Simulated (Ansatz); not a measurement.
CH3ClF2STi (`C[S][Ti]([F])([F])[Cl]`), relaxed with RKS PBE-D4/def2-SVP in Ansatz from a rough embedded geometry. The force threshold is 0.03 eV/Å; the program also tests the step.

The species carries charge 0 and has multiplicity 1.

Start:

```xyz
9

C     0.883   -0.278   -1.248
S    -0.801    0.406   -1.313
Ti   -0.898    0.425    1.059
F     0.559    1.365    1.851
F    -2.546    1.252    1.664
Cl   -0.831   -1.798    1.876
H     1.212   -0.429   -2.336
H     1.531    0.373   -0.750
H     0.892   -1.316   -0.803
```

Q: By how much does the energy fall, and how many steps does the optimiser take? (An estimate is asked.)

A: The calculation gave: 116.72 kJ/mol, in 14 steps, 2 of them rejected.

Q: Which bonds change most? (An estimate is asked.)

A: Ansatz gave: Ti3–F5 from 1.940 to 1.740 Å; Ti3–Cl6 from 2.370 to 2.203 Å; Ti3–F4 from 1.906 to 1.753 Å; S2–Ti3 from 2.374 to 2.262 Å.

Q: Give the relaxed structure. (Best estimate.)

A: Computed: 
```xyz
9

C     0.860   -0.335   -1.231
S    -0.862    0.317   -1.146
Ti   -0.926    0.446    1.112
F     0.485    1.358    1.615
F    -2.432    1.200    1.550
Cl   -0.741   -1.605    1.892
H     1.237   -0.135   -2.252
H     1.518    0.178   -0.502
H     0.860   -1.424   -1.037
```
